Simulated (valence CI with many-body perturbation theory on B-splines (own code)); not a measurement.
**How close is CI+MBPT for Ni⁷⁺?**

Method: configuration interaction combined with many-body perturbation theory (CI+MBPT): three valence electrons over a frozen Dirac-Fock core [Ar], a basis of 9 s, 9 p, 10 d, 8 f, 5 g, 3 h, 1 i functions for each j, with the one-electron correlation potential Σ1, the two-electron term Σ2, the three-electron term Σ3, Breit, model QED; selected CI, second order for the rest, scaled by the run's own slope (own B-spline code, finite nucleus).

Against 6 measured levels this calculation errs by 360 cm⁻¹ on average and by 837 at most. These come from a selection out of Corliss and Sugar, J. Phys. Chem. Ref. Data 10, 197 (1981). Levels without a partner in it may be off by more, other configurations by 1,000 to 8,000 cm⁻¹. The list stops below the first excitations out of the core. Only levels of the ground parity were solved; by the run's estimate the other parity begins above the list, which can be wrong where configurations are misplaced.

Measured levels: Corliss and Sugar, J. Phys. Chem. Ref. Data 10, 197 (1981). Pairs share parity and J, and are chosen by configuration, term and nearness in energy; levels without a clear partner are left out. Some J values that the scan of the source had lost were assigned by a fit. Energies in cm⁻¹ above the measured ground level. The last column is blank where CI alone has no clear partner.

| Computed label | Label in the source | Measured | Computed | Difference | CI alone, difference |
| --- | --- | --- | --- | --- | --- |
| 3d3 4F_3/2 | 3d3 4F | 0 | 0.0 | 0 | 0 |
| 3d3 4F_5/2 | 3d3 4F | 1012 | 943.7 | -68 | -67 |
| 3d3 4F_7/2 | 3d3 4F | 2184 | 2169.2 | -15 | +12 |
| 3d3 4F_9/2 | 3d3 4F | 3721 | 3609.5 | -112 | -26 |
| 3d3 4P_1/2 | 3d3 4P | 23261 | 23917.1 | +656 | +2313 |
| 3d3 4P_3/2 | 3d3 4P | 23710 | 24181.1 | +471 | +2079 |
| 3d3 4P_5/2 | 3d3 4P | 24669 | 25506.4 | +837 | +2473 |

Over 6 excited levels the mean absolute difference is 360 cm⁻¹, the median 291 and the largest 837. For the 6 levels that pair on every rung the mean is CI alone 1162, + Σ1 1339, + Σ2 500, + Σ3 514, + Breit 361, + QED 360. The comparison draws on a selection of the measured levels: 7 of the 19 computed ones have a partner in it, and others may be off by more.
